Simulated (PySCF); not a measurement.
# Electric field gradients and quadrupole coupling constants

Species: C₉H₁₂S.
Structure used (GFN2-xTB), in Å, numbered top down from 1:
```
atom  x, y, z in Å
C1     3.1833    0.1581   -0.7322
C2     2.1136   -0.6139   -0.0332
S3     2.3931   -2.1255    0.5257
C4     0.8291    0.0417    0.1254
C5     0.0011   -0.2337    1.3695
C6    -0.9800    0.8538    1.7503
C7    -1.9191    0.8973    0.5787
C8    -1.6517   -0.0395   -0.3303
C9    -2.3753   -0.3335   -1.5972
C10   -0.4494   -0.8069    0.0711
H11    2.8447    0.4576   -1.7247
H12    3.4099    1.0667   -0.1726
H13    4.0872   -0.4377   -0.8242
H14    0.7586    1.0399   -0.2927
H15    0.4614   -0.8376    2.1366
H16   -0.4915    1.8169    1.9183
H17   -1.5124    0.5928    2.6689
H18   -2.7164    1.6180    0.5267
H19   -2.7571   -1.3541   -1.5821
H20   -3.2084    0.3507   -1.7362
H21   -1.6983   -0.2465   -2.4469
H22   -0.3329   -1.8452   -0.1999
```

Field gradients from the PBE0/pcSseg-1 density (PySCF, non-relativistic), principal values in atomic units, ordered |Vxx| ≤ |Vyy| ≤ |Vzz|:

```csv
atom,Vxx,Vyy,Vzz
S3,1.3311,1.3865,-2.7176
```

**Question.** Find the asymmetry η = (Vxx − Vyy)/Vzz and the couplings χ = eQV/h (234.96 MHz × Q in barn × V in au), with Q(33S) = −0.0678 b.

**Answer.** 
```
atom          environment  nucleus     η  χzz (MHz)  χxx (MHz)  χyy (MHz)
  S3  thiocarbonyl sulfur      33S  0.02      43.29     -21.20     -22.09
```

The gradient is axial or nearly so (η below 0.05) at S3. 

**Question.** What is Vzz at S3 in SI units (1 au = 9.71736 × 10²¹ V/m²)?

**Answer.** -2.7176 au = -26.408 × 10²¹ V/m².

**Question.** And the gradient at the other heavy atoms, for which no coupling is worked out here?

**Answer.** 
```tsv
atom	environment	Vzz (au)	η
C1	methyl carbon	-0.087	0.97
C2	thiocarbonyl carbon	0.541	0.12
C4	three-membered-ring carbon	0.195	0.27
C5	sp3 carbon at a ring junction	0.224	0.29
C6	allylic carbon	0.072	0.15
C7	alkene CH carbon	0.227	0.68
C8	fully substituted alkene carbon	0.277	0.67
C9	allylic carbon	0.058	0.47
C10	sp3 carbon at a ring junction	0.236	0.36
```

**Question.** What couplings would deuterons (Q(2H) = 0.00286 b) have in place of the hydrogens, at this geometry?

**Answer.** 
| atom | bonded to | bond length (Å) | Vzz (au) | η | χzz (kHz) |
| --- | --- | --- | --- | --- | --- |
| H11 | C1 | 1.091 | 0.3094 | 0.03 | 208 |
| H12 | C1 | 1.091 | 0.3089 | 0.03 | 208 |
| H13 | C1 | 1.086 | 0.3102 | 0.02 | 208 |
| H14 | C4 | 1.084 | 0.3149 | 0.10 | 212 |
| H15 | C5 | 1.079 | 0.3252 | 0.07 | 219 |
| H16 | C6 | 1.093 | 0.3046 | 0.01 | 205 |
| H17 | C6 | 1.093 | 0.3037 | 0.03 | 204 |
| H18 | C7 | 1.076 | 0.3400 | 0.06 | 228 |
| H19 | C9 | 1.090 | 0.3105 | 0.02 | 209 |
| H20 | C9 | 1.087 | 0.3155 | 0.02 | 212 |
| H21 | C9 | 1.090 | 0.3104 | 0.02 | 209 |
| H22 | C10 | 1.079 | 0.3252 | 0.06 | 219 |

Isolated species at its GFN2-xTB geometry (one conformer only). GFN2-xTB bond lengths can be off by several hundredths of an ångström, more for odd bonds, and the gradients follow them. With so small a basis the couplings can be 20 % off.

The run behind these numbers computed NMR shieldings as well. The run took 82 s on x86-64 server, one thread, shared host.
